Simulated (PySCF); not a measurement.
A PySCF script (with the pyscf-properties extension) for the NMR shieldings of SMILES CN[Si@@H]1CC[Si@@H](OC)N1, C$_{4}$H$_{14}$N$_{2}$OSi$_{2}$, on a GFN2-xTB geometry:

```python
import basis_set_exchange as bse
import numpy as np
from pyscf import gto, dft
from pyscf.prop import nmr

atoms = """
C    -3.785971    0.323813    0.433515
N    -2.455571    0.869604    0.322642
Si   -1.186104   -0.020439   -0.425113
C    -0.653737   -1.510502    0.614813
C     0.858418   -1.665449    0.455847
Si    1.600797    0.065911    0.422820
O     2.940694   -0.023747   -0.491489
C     3.857804    0.996431   -0.729059
N     0.270459    0.903615   -0.289067
H    -4.353162    0.865070    1.192136
H    -4.342282    0.365584   -0.510017
H    -3.706420   -0.717902    0.733903
H    -2.479402    1.861665    0.140110
H    -1.430087   -0.381884   -1.837844
H    -0.879511   -1.311975    1.664221
H    -1.165104   -2.438340    0.353699
H     1.073832   -2.169248   -0.486661
H     1.264953   -2.294293    1.246877
H     1.917914    0.657602    1.730390
H     4.213749    1.425695    0.210538
H     4.702959    0.574953   -1.274217
H     3.406910    1.793714   -1.324946
H     0.324110    1.857108   -0.597144
"""
names = dict.fromkeys(["C", "N", "Si", "O", "H"], "pcSseg-1")
basis = {el: gto.basis.parse(bse.get_basis(n, elements=[el], fmt="nwchem")) for el, n in names.items()}
mol = gto.M(atom=atoms, basis=basis, charge=0, verbose=0)
mf = dft.RKS(mol, xc="PBE0")
mf.grids.level = 2
mf.grids.alignment = dft.numint.BLKSIZE   # the property module wants whole blocks of grid points
mf.conv_tol = 1e-9
mf.kernel()

calc = nmr.RKS(mf)   # GIAO
C = mf.mo_coeff
Co = C[:, mf.mo_occ > 0]
resp = mf.gen_response(singlet=True, hermi=2)
def vind(x):   # induced exchange potential for any number of trial vectors
    d = np.einsum("pi,xij,qj->xpq", C, 2 * x.reshape(-1, C.shape[1], Co.shape[1]), Co, optimize=True)
    return np.einsum("xpq,pi,qj->xij", resp(d - d.transpose(0, 2, 1)), C, Co, optimize=True).ravel()
mo1, _ = nmr.rhf.solve_mo1(calc, with_cphf=vind)
sigma = calc.kernel(mo1)
for i, s in enumerate(sigma):   # ppm
    w = np.linalg.eigvalsh((s + s.T) / 2)
    print("%2d %-2s iso %8.1f  s11 %8.1f  s22 %8.1f  s33 %8.1f" % (i, mol.atom_pure_symbol(i), w.mean(), *w))
```

**Question.** What does it print?

**Answer.** 
```
 0 C  iso    157.6  s11    134.2  s22    151.1  s33    187.4
 1 N  iso    236.2  s11    207.7  s22    239.2  s33    261.7
 2 Si iso    359.3  s11    314.5  s22    372.6  s33    390.9
 3 C  iso    176.7  s11    167.6  s22    180.2  s33    182.3
 4 C  iso    177.2  s11    165.5  s22    179.1  s33    186.8
 5 Si iso    359.2  s11    320.2  s22    357.6  s33    399.8
 6 O  iso    299.4  s11    210.1  s22    337.6  s33    350.4
 7 C  iso    134.0  s11    107.8  s22    109.2  s33    184.9
 8 N  iso    221.0  s11    198.2  s22    225.8  s33    239.0
 9 H  iso     28.9  s11     23.8  s22     26.5  s33     36.4
10 H  iso     28.9  s11     23.3  s22     26.7  s33     36.6
11 H  iso     29.3  s11     24.3  s22     29.0  s33     34.7
12 H  iso     31.6  s11     22.0  s22     31.9  s33     41.1
13 H  iso     26.2  s11     22.6  s22     24.4  s33     31.7
14 H  iso     31.3  s11     26.3  s22     29.8  s33     37.7
15 H  iso     30.6  s11     25.0  s22     29.3  s33     37.6
16 H  iso     31.0  s11     26.3  s22     29.1  s33     37.5
17 H  iso     30.7  s11     25.1  s22     28.8  s33     38.1
18 H  iso     26.5  s11     22.8  s22     24.7  s33     31.9
19 H  iso     28.0  s11     23.9  s22     25.5  s33     34.6
20 H  iso     27.7  s11     23.1  s22     25.3  s33     34.7
21 H  iso     28.0  s11     23.0  s22     26.3  s33     34.6
22 H  iso     30.9  s11     22.8  s22     29.0  s33     40.8
```

These numbers come from an equivalent density-fitted implementation of the same equations, which agrees with the script to about 0.01 ppm for H and up to a few tenths of a ppm for heavy atoms, so last digits may differ.

**Question.** Turn these shieldings into chemical shifts. Shifts are taken against calculated references (same method and geometry level): TMS for $^{13}$C (186.93 ppm), $^{29}$Si (349.16 ppm), $^{1}$H (31.72 ppm); $^{15}$N (267.73 ppm) vs NH3; H2O for $^{17}$O (336.08 ppm).

**Answer.** Averaging equivalent atoms: C 7: 52.9; C 0: 29.4; C 3: 10.2; C 4: 9.8; N 8: 46.7; N 1: 31.5; Si 5: -10.0; Si 2: -10.2; O 6: 36.7; H 13: 5.49; H 18: 5.26; H 19/20/21: 3.82; H 9/10/11: 2.68; H 15: 1.12; H 17: 1.04; H 22: 0.85; H 16: 0.73; H 14: 0.46; H 12: 0.08 ppm. Experimental scales use liquid or dissolved standards, which lie at an offset from isolated NH3 (liquid NH3: subtract about 20 ppm) and H2O (liquid H2O: subtract about 36 ppm).

Size and cost of the density-fitted run: 237 basis functions, 2.1 min wall time on 1 thread of an Arm Neoverse N1, shared host; peak memory 1.1 GiB.
